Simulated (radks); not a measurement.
The mean radii <r> (bohr) of the occupied orbitals of an atom or ion are listed with their occupations. Method: non-relativistic Kohn-Sham, LB94 model potential, spin-polarised, spherical densities, point nucleus; computed with a radial shooting solver on a logarithmic mesh with Libxc functionals.

| orbital | occ. | <r> |
|---|---|---|
| 1s | 2 | 0.02131 |
| 2s | 2 | 0.08881 |
| 2p | 6 | 0.07504 |

Name the element and its charge. Open shells, if any, are filled with parallel spins first.

Answer. Z = 71, lutetium, charge +61: Lu61+ in [Ne]. The 1s radius gives Z: for a bare nucleus <r> = 1.5/Z, 0.02113 bohr for Z = 71, and screening makes it slightly larger (0.02131 here). The occupations add up to 10, and the charge is Z minus that.
